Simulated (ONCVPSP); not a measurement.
**What one change does to a pseudopotential (cerium (Ce), ONCV)**

| Quantity | Value |
| --- | --- |
| Element | Ce (Z = 58) |
| Generator | ONCVPSP 4.0.1 |
| Type | optimised norm-conserving Vanderbilt (ONCV) |
| Functional | PBE |
| Relativity | non-relativistic |
| Frozen core | [Kr] 4d10 |
| Valence charge | 12 |
| Reference configuration | 4f1 5s2 5p6 5d1 6s2 |
| Partial waves | 5s+6s: rc 2.55 bohr, ncon 3, nbas 6, qcut 4.2 1/bohr, 2 projectors; 5p: rc 1.95 bohr, ncon 4, nbas 7, qcut 4.4 1/bohr, 1 projector; 5d: rc 3.10 bohr, ncon 3, nbas 8, qcut 4.9 1/bohr, 2 projectors, debl 1.4 Ha; 4f: rc 1.10 bohr, ncon 4, nbas 8, qcut 18.3 1/bohr, 2 projectors, debl 1.6 Ha |
| Local potential | polynomial inside 0.90 bohr (lpopt 3, dvloc0 0 Ha) |
| Core correction | Teter function, fcfact 5.75, rcfact 1.45 |

Change: p: qcut 4.1.

Cutoffs: the cutoffs (Ha) at which the residual kinetic energy of the hardest occupied pseudo-wave falls to 1 and 0.1 mHa per electron; they do not see the model core or the augmentation charge, which bear on the density cutoff. Errors are all-electron minus pseudo energies relative to the spin-unpolarised reference configuration.

Problem. What does the change do?

Solution. The potential gets neither clearly harder nor softer (118 Ha and 133 Ha → 118 Ha and 133 Ha); both files keep a bound ghost (p, s); the errors of the 3 common tests hardly move.

```tsv
quantity	base	changed
cutoff, loose	118 Ha	118 Ha
cutoff, tight	133 Ha	133 Ha
loose cutoff by channel	s 6.2 Ha, p 18 Ha, d 6.4 Ha, f 118 Ha	s 6.2 Ha, p 27 Ha, d 6.4 Ha, f 118 Ha
bound ghosts	s, p	s, p
GHOST(+) flags under 300 eV	d at 102.2 eV	d at 102.2 eV
tests counted as reliable (solved cleanly; for ONCVPSP, near-neutral configurations with less than one 5d electron left out)	3 of 4	3 of 4
error for 4f1 5s2 5p6 5d1 6s1, meV [ΔE 5.75 eV]	-0.8	-0.8
error for 4f1 5s2 5p6 5d1 6s0, meV [ΔE 16.31 eV]	-6.0	-6.0
error for 4f1 5s2 5p6 5d0 6s0, meV [ΔE 36.04 eV]	-5.3	-5.7
s: phases at 2.58 bohr within 0.05 rad from the reference energy up to (Ha; the scan ends near 5)	2.9	2.9
p: phases at 1.99 bohr within 0.05 rad from the reference energy up to (Ha; the scan ends near 5)	2.1	2.1
d: phases at 3.15 bohr within 0.05 rad from the reference energy up to (Ha; the scan ends near 5)	3.3	3.3
f: phases at 1.12 bohr within 0.05 rad from the reference energy up to (Ha; the scan ends near 5)	to the end of the scan	to the end of the scan
rms error of d²Exc/dni dnj with the model core, mHa	5.20	5.35
```

Base: Tests not counted: 4f1 5s2 5p6 5d0 6s2 (all-electron energy unsafe for a near-neutral lanthanide with less than one 5d electron, printed error -8.1 meV). Changed file: Tests not counted: 4f1 5s2 5p6 5d0 6s2 (all-electron energy unsafe for a near-neutral lanthanide with less than one 5d electron, printed error -8.3 meV). A true bound ghost makes a file unfit for plane-wave use even where its test errors are small: the radial tests pick states by their node count and pass the ghost by.
